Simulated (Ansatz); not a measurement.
`[NH2][Ta]([F])([F])=[S]` + HCl → `[NH2][Ta]([F])(=[S])[Cl]` + H–F at 700 K and 1 bar (ligand exchange at a Ta–F bond).

Computed with Ansatz on PBE0-D4/def2-TZVP structures; ΔE is electronic, products minus reactants. CCSD(T)/CBS adds triple-zeta CCSD(T) − MP2 to the extrapolated MP2 energy (def2 sets, frozen cores). This one scheme is used for every species. Elements past krypton have def2 core potentials. For Ta outer-core shells are correlated without core-valence functions, which leaves a few kJ/mol of doubt a bond. Each species was taken in one conformer, which may not be the lowest.

```
                   species  CCSD(T)/CBS energy (Eh)  H − E (kJ/mol)  S (J/(mol·K))
 `[NH2][Ta]([F])([F])=[S]`               -710.38832           151.7          460.1
                       HCl               -460.38127            38.4          211.8
`[NH2][Ta]([F])(=[S])[Cl]`              -1070.37365           151.1          473.0
                       H–F               -100.39570            45.2          198.5
```

H − E and S are ideal-gas, rigid-rotor, harmonic terms from PBE0-D4/def2-TZVP, for one conformer and one mirror image of each species. 1 Eh = 2625.50 kJ/mol, R = 8.31446 J/(mol·K).

**Question.** By hand: ΔE, ΔH, ΔS and ΔG.

**Answer.** ΔE = (-1070.37365) + (-100.39570) − (-710.38832) − (-460.38127) = 0.00024 Eh = 0.6 kJ/mol. Δ(H − E) = 151.1 + 45.2 − 151.7 − 38.4 = 6.2, so ΔH = 6.8 kJ/mol. ΔS = 473.0 + 198.5 − 460.1 − 211.8 = -0.4 J/(mol·K). ΔG = 6.8 − 700 × (-0.4)/1000 = 7.1 kJ/mol.

**Question.** By hand: the equilibrium constant, and the temperature at which ΔG would vanish if ΔH and ΔS stayed fixed.

**Answer.** log₁₀ K = −ΔG/(RT ln 10) = -0.5. ΔH and −TΔS have one sign here, so there is no such temperature. One of them is within its doubt of zero, so this could turn.

The number of gas molecules stays the same, so ΔS is small and ΔH decides. A doubt of 5 kJ/mol in ΔE shifts log₁₀ K by 0.4 here. Other conformers and mirror images would add mixing entropy, several J/(mol·K) or more a flexible species. These are equilibria of isolated gas molecules and say nothing of rates. Largest T1 diagnostic: 0.020 (customary marks: 0.02 for closed shells, 0.045 for open ones).
